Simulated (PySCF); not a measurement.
**He⁺ (helium, charge +1) across methods**

2p1, 2P determinant (an excited configuration). All numbers are calculated (PySCF 2.14, the non-relativistic Hamiltonian (point nucleus), in aug-cc-pVTZ).

```json
{"method": "LDA", "E (hartree)": "-0.4896", "mean ε 2p α (eV)": "-9.231", "Σ⟨r²⟩ (bohr²)": "5.389", "⟨S²⟩": "0.750"}
{"method": "HSE06", "E (hartree)": "-0.5053", "mean ε 2p α (eV)": "-10.237", "Σ⟨r²⟩ (bohr²)": "5.335", "⟨S²⟩": "0.750"}
{"method": "UHF", "E (hartree)": "-0.48270", "mean ε 2p α (eV)": "-13.135", "Σ⟨r²⟩ (bohr²)": "5.354", "⟨S²⟩": "0.750"}
{"method": "r2SCAN", "E (hartree)": "-0.5034", "mean ε 2p α (eV)": "-9.848", "Σ⟨r²⟩ (bohr²)": "5.339", "⟨S²⟩": "0.750"}
{"method": "PBE0", "E (hartree)": "-0.5052", "mean ε 2p α (eV)": "-10.639", "Σ⟨r²⟩ (bohr²)": "5.338", "⟨S²⟩": "0.750"}
{"method": "BLYP", "E (hartree)": "-0.5116", "mean ε 2p α (eV)": "-9.575", "Σ⟨r²⟩ (bohr²)": "5.298", "⟨S²⟩": "0.750"}
{"method": "LC-wPBE", "E (hartree)": "-0.5036", "mean ε 2p α (eV)": "-13.291", "Σ⟨r²⟩ (bohr²)": "5.297", "⟨S²⟩": "0.750"}
{"method": "wB97M-V", "E (hartree)": "-0.4853", "mean ε 2p α (eV)": "-11.975", "Σ⟨r²⟩ (bohr²)": "5.193", "⟨S²⟩": "0.750"}
```

Estimate the same row for PBE.

E (hartree) = -0.5105; mean ε 2p α (eV) = -9.711; Σ⟨r²⟩ (bohr²) = 5.326; ⟨S²⟩ = 0.750.

For one electron the Hartree and exchange-correlation energies should cancel; what remains is the self-interaction error. The outer electron is Rydberg-like, and this basis confines it to a smaller radius and binds it less than a complete one would.
